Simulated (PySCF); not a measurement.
## I+ (iodine, charge +1) across methods

[Kr] 4d10 5s2 5p4, high-spin 3P determinant. Calculation: PySCF 2.14, in x2c-QZVPPall with one added diffuse shell each of s, p, d, f type (14s10p8d5f1g, 128 functions); the spin-free X2C one-electron Hamiltonian (Gaussian nucleus).

| method | E (hartree) | mean ε 5s β (eV) | mean ε 5p α (eV) | mean ε 5p β (eV) | Σ⟨r²⟩ (bohr²) | ⟨S²⟩ |
| --- | --- | --- | --- | --- | --- | --- |
| PBE0 | -7114.93 | -26.719 | -17.327 | -15.769 | 50.21 | 2.004 |
| LDA | -7108.78 | -25.745 | -16.078 | -14.722 | 50.19 | 2.001 |
| r2SCAN | -7115.29 | -25.410 | -16.439 | -14.854 | 50.19 | 2.006 |
| UHF | -7112.40400 | -29.675 | -20.468 | -18.395 | 50.71 | 2.011 |
| MN15 | -7120.26 | -27.409 | -17.992 | -16.392 | 49.98 | 2.004 |
| M06 | -7115.41 | -26.712 | -17.069 | -15.526 | 50.31 | 2.002 |
| wB97X-V | -7114.98 | -29.489 | -19.569 | -18.219 | 50.26 | 2.003 |

Estimate the same row for PBE.

E (hartree) = -7114.85; mean ε 5s β (eV) = -25.312; mean ε 5p α (eV) = -15.987; mean ε 5p β (eV) = -14.560; Σ⟨r²⟩ (bohr²) = 50.29; ⟨S²⟩ = 2.003.
